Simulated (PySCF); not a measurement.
CH₇Cl₃Si₃, SMILES [SiH2]([SiH2]C)[Si](Cl)(Cl)Cl, GFN2-xTB optimised geometry.

```
14

C      0.85    -2.36     0.31
Si    -0.66    -2.14     1.44
Si    -1.09     0.13     1.72
Si    -0.24     1.46     0.00
Cl     1.80     1.46     0.00
Cl    -0.80     3.41     0.00
Cl    -0.80     0.71    -1.82
H      1.73    -1.87     0.72
H      1.10    -3.41     0.17
H      0.67    -1.93    -0.67
H     -1.80    -2.86     0.85
H     -0.38    -2.81     2.73
H     -0.54     0.67     2.97
H     -2.53     0.42     1.81
```

Density from PBE/def2-TZVP run with PySCF 2.14.0 at that geometry.

Minimum of the electron density along straight lines between bonded atoms, close to the bond critical point (lines longer than 1.1 times the sum of covalent radii, or with two minima, are not listed):

| bond | length / Å | ρ at the minimum / e bohr⁻³ | ∇²ρ there / e bohr⁻⁵ | position (fraction from the first atom) |
|---|---|---|---|---|
| C1–Si2 | 1.900 | 0.115 | 0.14 | 0.61 |
| Si2–Si3 | 2.331 | 0.092 | ___ | 0.46 |
| Si3–Si4 | 2.331 | 0.092 | -0.14 | 0.38 |
| Si4–Cl5 | 2.039 | 0.103 | 0.22 | 0.37 |
| Si4–Cl6 | 2.031 | 0.105 | 0.23 | 0.37 |
| Si4–Cl7 | 2.043 | 0.103 | 0.21 | 0.37 |
| C1–H8 | 1.087 | 0.273 | -0.90 | 0.64 |
| C1–H9 | 1.086 | 0.273 | -0.90 | 0.64 |
| C1–H10 | 1.087 | 0.274 | -0.90 | 0.64 |
| Si2–H11 | 1.470 | 0.122 | 0.17 | 0.50 |
| Si2–H12 | 1.470 | 0.122 | 0.17 | 0.50 |
| Si3–H13 | 1.472 | 0.120 | 0.17 | 0.50 |
| Si3–H14 | 1.471 | 0.120 | 0.17 | 0.50 |

**Question.** Complete the blanks.

**Answer.** 
- Si2–Si3, ∇²ρ there / e bohr⁻⁵: -0.16
